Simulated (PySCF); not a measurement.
Atomic charges by several schemes

C₅H₉ClSi₂.
Cartesian coordinates in Å at the GFN2-xTB level; atoms count from 1:
```xyz
17
C5H9ClSi2 angstrom
Si    -2.5910    0.2699   -0.3764
C     -1.2629    0.4420    0.9881
C      0.0727    0.0513    0.4779
C      0.6016   -1.1801    0.6021
C      1.9076   -1.4078    0.0144
C      2.4470   -0.3464   -0.6005
Cl     3.9873   -0.3868   -1.3653
Si     1.2781    1.1431   -0.4911
H     -2.2411    1.1473   -1.4938
H     -3.8831    0.6708    0.1853
H     -2.6484   -1.1230   -0.8186
H     -1.5463   -0.1893    1.8331
H     -1.2462    1.4750    1.3365
H      0.1046   -1.9913    1.1169
H      2.3796   -2.3758    0.0898
H      1.8417    2.2413    0.2923
H      0.7916    1.5719   -1.8007
```

Density: PBE0/pcSseg-1 (PySCF); schemes: Mulliken, IAO, Hirshfeld and ESP-fitted. One conformer (not necessarily the lowest) at the GFN2-xTB geometry, without solvent, vibrations or thermal averaging.

**Question.** Atoms with like bonding are taken together and averaged. Which atoms carry the highest charge in the Mulliken, IAO, Hirshfeld and ESP-fitted schemes?

**Answer.** All schemes agree: Mulliken Si8 (+0.810); IAO Si8 (+0.742); Hirshfeld Si8 (+0.334); ESP-fitted Si8 (+0.536).

**Question.** At which atom do the 4 schemes differ most?

**Answer.** At Si8: from +0.334 (Hirshfeld) to +0.810 e (Mulliken), 0.476 e apart.

**Question.** Do the Mulliken, IAO, Hirshfeld and ESP-fitted schemes agree on where the charge is lowest?

**Answer.** The schemes don't all agree: Mulliken C3 (-0.514); IAO C2 (-0.526); Hirshfeld C2 (-0.157); ESP-fitted C2 (-0.391).

**Question.** Give the atomic charges in each scheme.

**Answer.** In e; atoms taken as equivalent share a row and are averaged (×n: the atom named and its like, n in all):

```tsv
atom	environment	Mulliken	IAO	Hirshfeld	ESP-fitted
Si1	SiH3 silicon	+0.512	+0.614	+0.318	+0.467
C2	sp3 carbon bound to silicon	-0.392	-0.526	-0.157	-0.391
C3	fully substituted alkene carbon	-0.514	-0.254	-0.083	-0.090
C4	alkene CH carbon	-0.036	-0.162	-0.053	-0.251
C5	alkene CH carbon	+0.007	-0.152	-0.059	+0.013
C6	vinylic C–Cl carbon	-0.405	-0.301	-0.088	-0.291
Cl7	vinyl chlorine	-0.085	-0.021	-0.051	-0.066
Si8	SiH2 silicon	+0.810	+0.742	+0.334	+0.536
H9/H10/H11	Si–H hydrogen	-0.082	-0.118	-0.077	-0.114
H12/H13	methylene hydrogen	+0.149	+0.152	+0.044	+0.135
H14	vinylic hydrogen	+0.077	+0.147	+0.051	+0.178
H15	vinylic hydrogen	+0.096	+0.162	+0.054	+0.131
H16/H17	Si–H hydrogen	-0.062	-0.100	-0.061	-0.082
```

Mean size of the charges over all atoms: IAO 0.232 e, Mulliken 0.212 e, ESP-fitted 0.188 e, Hirshfeld 0.099 e. Each set sums to the total charge, 0, to within 0.001 e. The IAO scheme counts the electrons in orthogonalised intrinsic atomic orbitals, a minimal basis polarised so that it spans the occupied orbitals exactly. The ESP scheme is a least-squares fit of atom-centred charges to the potential on four shells outside the van der Waals surface, with the total charge fixed.

**Question.** How many electrons does the Mulliken scheme count on C2?

**Answer.** Z − q = 6 − (-0.392) = 6.392.

**Question.** Sum the charges by element, for elements with more than one atom.

**Answer.** 
| element | atoms | Mulliken | IAO | Hirshfeld | ESP-fitted |
| --- | --- | --- | --- | --- | --- |
| Si | 2 | +1.321 | +1.356 | +0.652 | +1.002 |
| C | 5 | -1.339 | -1.394 | -0.440 | -1.010 |
| H | 9 | +0.102 | +0.059 | -0.161 | +0.073 |
